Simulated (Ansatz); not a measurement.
The same atomization along the group B, Al, Ga, In.

Gas-phase electronic energies from Ansatz, PBE0-D4/def2-TZVP geometries. CCSD(T)/CBS adds triple-zeta CCSD(T) − MP2 to the extrapolated MP2 energy (def2 sets, frozen cores). Small cases extrapolate CCSD(T) itself. No spin–orbit coupling; open shells (•) take unrestricted orbitals. Spin–orbit coupling would lower the free atoms: a little for Al, B, S; clearly for Ga; strongly for In. Elements past krypton have def2 core potentials. For Ga, In outer-core shells are correlated without core-valence functions, so the limit isn't a true one: a few kJ/mol of doubt a bond, and 10 to 20 or more in all where bonds break to atoms. Scalar relativity is left out up to krypton. Each species was taken in one conformer, which may not be the lowest.

(1) Order these by ΔE at CCSD(T)/CBS, lowest first. (Estimate.)
A. `[SH][Al][SH]`• → Al• + 2 H• + 2 S•
B. `S[B]S`• → B• + 2 H• + 2 S•
C. `[SH][In][SH]`• → In• + 2 H• + 2 S•
D. `[SH][Ga][SH]`• → Ga• + 2 H• + 2 S•

Largest T1 diagnostic: 0.018, for `[SH][In][SH]`•.

Extrapolated directly: `[SH][Al][SH]`• → Al• + 2 H• + 2 S•; `S[B]S`• → B• + 2 H• + 2 S•.

## Answers

(1) C (+1214.5 kJ/mol), D (+1264.5 kJ/mol), A (+1357.6 kJ/mol), B (+1474.7 kJ/mol).

For atomizations the MP2-based limit and the directly extrapolated one differ by several kJ/mol either way, and by 10 to 25 for some Ge, Se and Sn compounds, so smaller differences from it don't rank the levels.
